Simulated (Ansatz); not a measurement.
Calculated with Ansatz (gas phase, PBE0-D4/def2-TZVP geometries, no zero-point term in ΔE). CBS: MP2 limit from def2 TZ/QZ plus the TZ coupled-cluster correction, frozen cores. This one scheme is used for every species. Each species was taken in one conformer, which may not be the lowest.

Consider the hydrogenolysis of the Si–Cl bond: `C[Si](S)(Cl)Cl` + H₂ → `C[SiH](S)Cl` + HCl.

```csv
species,CCSD(T)/CBS(def2) energy (Eh)
`C[Si](S)(Cl)Cl`,-1647.02782
H₂,-1.17544
`C[SiH](S)Cl`,-1187.79090
HCl,-460.38127
```

(1) Work out ΔE.

Largest T1 diagnostic among the species: 0.010.

Answers

(1) ΔE = (-1187.79090) + (-460.38127) − (-1647.02782) − (-1.17544) = 0.03109 Eh = +81.6 kJ/mol.

In def2-TZVPP, CCSD(T) changes the Hartree–Fock value by +14.3 kJ/mol (the triples alone add +4.7 kJ/mol) and MP2 by +26.4 kJ/mol. Leaving LDA and LC-ωPBE aside and taking each functional with its dispersion term where it has one, the values, not all of them listed here, spread over 12.0 kJ/mol, from B2PLYP to revPBE-D4. LDA lies +3.8 kJ/mol from PBE without D4.
